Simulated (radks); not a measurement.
The numbers below are computed, except where a source is named.
Numerical settings for the rubidium ion Rb3+, [Ar] 3d10 4s2 4p4. Code: a radial shooting solver on a logarithmic mesh with Libxc functionals. Model: scalar-relativistic Kohn-Sham, PBE, spin-polarised, spherical densities, point nucleus; open shells are filled with parallel spins first (spin-orbit coupling, left out, can overturn this in heavy ions). The defaults (mesh step 0.008 in ln r, mesh end at 40 bohr or more with all orbitals vanishing there, Anderson mixing 0.5 over 9 steps, residual threshold near 1e-9 with the energy settled to 1e-9 hartree or 1e-11 of itself, here a cap of 87 iterations) give E = -2978.5949 hartree and 4p at -45.446 eV in 14 iterations. Run on one thread of a shared host, so times are rough (Arm Neoverse N1): 0.23 s of CPU time, 0.23 s wall, 14 iterations on 2476 mesh points. Changes against that run (0 stands for a change within the tolerance of the run):

mesh step in ln r 0.02: iterations 14; converged yes; E (mhartree) 0; e(4p) (meV) 0; CPU (s) 0.11
mesh step in ln r 0.12: iterations 2; converged no; E (mhartree) diverged; CPU (s) 0.03
mesh step in ln r 0.012: iterations 14; converged yes; E (mhartree) 0; e(4p) (meV) 0; CPU (s) 0.16
mesh end (bohr) 3: iterations 14; converged yes; E (mhartree) +319; e(4p) (meV) +4.29e+03; CPU (s) 0.21
mesh end (bohr) 1: iterations 14; converged level above zero; E (mhartree) +1.1e+05; e(4p) (meV) +5.18e+05; CPU (s) 0.18
residual threshold 1e-13: iterations 23; converged yes; E (mhartree) 0; e(4p) (meV) 0; CPU (s) 0.3
residual threshold 1e-05: iterations 10; converged yes; E (mhartree) 0; e(4p) (meV) +0.12; CPU (s) 0.18
mixing 1.5: iterations 15; converged yes; E (mhartree) 0; e(4p) (meV) 0; CPU (s) 0.24
linear mixing, mixing 0.8: iterations 35; converged yes; E (mhartree) 0; e(4p) (meV) 0; CPU (s) 0.49
linear mixing, mixing 0.05: iterations 87; converged no; E (mhartree) +0.233; e(4p) (meV) -131; CPU (s) 1.3
mixing history 3: iterations 17; converged yes; E (mhartree) 0; e(4p) (meV) 0; CPU (s) 0.26
iteration cap 2: iterations 2; converged no; E (mhartree) +2.24e+03; e(4p) (meV) -2.63e+04; CPU (s) 0.04

Settled on a wrong energy, with an occupied level pushed above zero by the early mesh end: mesh end (bohr) 1 (+110 hartree). Apart from these: settings that end as converged yet miss the energy by more than 1 mhartree: mesh end (bohr) 3 (+0.319 hartree). A mesh that ends early acts as a hard wall.
